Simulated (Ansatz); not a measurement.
C$_{2}$H$_{8}$B$_{2}$ (`BBCC`). Total charge 0; spin multiplicity 1.

| atom | x (Å) | y (Å) | z (Å) |
| --- | --- | --- | --- |
| B1 | -0.897 | -0.436 | 1.713 |
| B2 | 0.386 | -0.779 | 0.752 |
| C3 | 0.768 | -0.165 | -0.635 |
| C4 | -0.143 | 0.902 | -1.227 |
| H5 | -0.847 | 0.398 | 2.576 |
| H6 | -1.932 | -1.041 | 1.639 |
| H7 | 1.139 | -1.625 | 1.180 |
| H8 | 0.883 | -1.011 | -1.329 |
| H9 | 1.798 | 0.209 | -0.536 |
| H10 | -0.218 | 1.768 | -0.564 |
| H11 | 0.216 | 1.261 | -2.195 |
| H12 | -1.155 | 0.518 | -1.375 |

**Question.** What are the harmonic wavenumbers in cm⁻¹ at PBE0-D4/def2-TZVP (Ansatz, finite differences of forces, unscaled)? (Estimate.)

**Answer.** Computed: 45, 126, 232, 326, 377, 406, 603, 709, 813, 869, 941, 989, 989, 1102, 1122, 1212, 1256, 1303, 1401, 1411, 1493, 1498, 2516, 2560, 2621, 3003, 3028, 3043, 3112, 3113.

**Question.** Is this a minimum?

**Answer.** Yes, all 30 modes are real.

**Question.** Give the ideal-gas thermochemistry at 298.15 K and 1 bar (rigid rotor, harmonic oscillator; point group Cs, symmetry number 1).

**Answer.** Zero-point energy 252.5 kJ/mol; H(298) − E = 272.2 kJ/mol; entropy 323.9 J/(mol·K), of which translation 158.5, rotation 103.2, vibration 62.1; G(298) − E = 175.6 kJ/mol. Modes under 100 cm⁻¹ are hindered rotations or soft bends, so the harmonic entropy is rough.

**Question.** Rotational constants (cm⁻¹)?

**Answer.** 0.455, 0.1592, 0.1271.
